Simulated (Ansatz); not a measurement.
```yaml
crystal:
  periodic: [false, false, false]
  atoms:
    - {symbol: C, position_ang: [0.824739, 0.604203, 0.979999]}
    - {symbol: O, position_ang: [0.359250, -0.094551, -0.178641]}
    - {symbol: C, position_ang: [-0.122341, -1.407725, 0.123051]}
    - {symbol: B, position_ang: [-0.652778, 0.806781, -1.175787]}
    - {symbol: F, position_ang: [0.081507, 1.919348, -1.411273]}
    - {symbol: F, position_ang: [-1.759357, 1.002074, -0.407623]}
    - {symbol: F, position_ang: [-0.831891, -0.017163, -2.234783]}
    - {symbol: H, position_ang: [0.005715, 0.733833, 1.690976]}
    - {symbol: H, position_ang: [1.187788, 1.569731, 0.640776]}
    - {symbol: H, position_ang: [1.634449, 0.027043, 1.427330]}
    - {symbol: H, position_ang: [0.690648, -1.976634, 0.574978]}
    - {symbol: H, position_ang: [-0.973686, -1.344896, 0.804496]}
    - {symbol: H, position_ang: [-0.423646, -1.856742, -0.818599]}
basis:
  gaussian: {orbitals: def2-mTZVP}
total_charge: 4
hamiltonian: {xc: {name: B97M-V}, pseudopotentials: {relativity: scalar}}
output: {forces: true}
```

```sh
$ ansatz run in.yaml --threads 4 --pin off --events-out ev --progress --plain --max-ram 11315MiB
```

Shortened log:

```
Functional definition: B97M-V
1387 factors; their error is unknown
mean field evaluation 1: about -12915.4683 eV, gradient 1.7e2 eV
mean field evaluation 2: about -11264.5551 eV, gradient 5.2e2 eV
mean field evaluation 4: about -12898.2138 eV, gradient 1.8e2 eV
mean field evaluation 8: about -12973.5599 eV, gradient 6.8e0 eV
mean field evaluation 16: about -12974.1288 eV, gradient 2.1e-1 eV
mean field evaluation 192: about -12974.0200 eV, gradient 1.7e0 eV
mean field -12974.37997942 eV, -476.7996698932 hartree, gradient 5.3e-6 eV, S^2 0.000000; 10 other end points of the search recorded, 0 dependent functions left out
reference -12974.38002958 eV, -476.7996717364 hartree; 27, 27 occupied and 129, 129 virtual orbitals, 1387 factors
Total energy: -12974.38002958 eV, -476.7996717364 hartree
Relativity: scalar
Atom 0 at     0.824739     0.604203     0.979999 Å, force     1.488174    -0.012776    -4.046346 eV/Å
Atom 1 at     0.359250    -0.094551    -0.178641 Å, force    -1.200089    -1.332330     4.452323 eV/Å
Atom 2 at    -0.122341    -1.407725     0.123051 Å, force     2.195595     1.461335    -3.411734 eV/Å
Atom 3 at    -0.652778     0.806781    -1.175787 Å, force    -2.105479     2.253882    -2.965328 eV/Å
Atom 4 at     0.081507     1.919348    -1.411273 Å, force     0.068800     0.265111    -0.383329 eV/Å
Atom 5 at    -1.759357     1.002074    -0.407623 Å, force     0.462988    -0.131899    -0.203878 eV/Å
Atom 6 at    -0.831891    -0.017163    -2.234783 Å, force    -0.020381     0.074035    -0.464423 eV/Å
Atom 7 at     0.005715     0.733833     1.690976 Å, force    -1.480871     0.352201     2.738956 eV/Å
Atom 8 at     1.187788     1.569731     0.640776 Å, force     0.568031     2.043535    -0.286471 eV/Å
Atom 9 at     1.634449     0.027043     1.427330 Å, force     1.623940    -1.244719     2.101252 eV/Å
Atom 10 at     0.690648    -1.976634     0.574978 Å, force     1.340868    -1.831912     1.851521 eV/Å
Atom 11 at    -0.973686    -1.344896     0.804496 Å, force    -2.038436    -0.818906     2.235731 eV/Å
Atom 12 at    -0.423646    -1.856742    -0.818599 Å, force    -0.903139    -1.077556    -1.618275 eV/Å
Dipole moment:     1.071585    -1.391389     2.081412 e Å
```

(1) Something in this input is off. What?

Answers

(1) The charge is far from anything that the molecule holds. Self-consistency was reached. The result belongs to that input, not to the molecule as meant.
